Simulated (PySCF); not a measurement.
Electron correlation in Xe+ (xenon, charge +1)

[Kr] 4d10 5s2 5p5, 2P determinant. Calculation: PySCF 2.14, in aug-cc-pVDZ-PP with ECP28MDF (5s4p3d, 32 functions); scalar relativity through the core potential. Frozen: 4s2 4p6 4d10; 7 electrons correlated.

MP2 pair energies summed by pair of shells (mhartree):

```
 pair  energy  share (%)
5p-5p  -56.04       69.0
5s-5p  -20.89       25.7
5s-5s   -4.23        5.2
```

Total MP2 correlation energy: -81.16 mhartree.

Same-spin part -20.73 and opposite-spin part -60.44 mhartree; SCS-MP2 scales them by 1/3 and 6/5 to -79.43 mhartree.

```tsv
level	correlation energy (mhartree)
CCSD	-93.86
(T)	-1.15
CCSD(T)	-95.01
```

Diagnostics: T1 = 0.0060, D1 = 0.0182, largest double amplitude 0.042.

Question: Is a single reference adequate?

Answer: Yes, within this model without spin-orbit coupling: T1 lies below 0.03 and no double amplitude reaches 0.07.
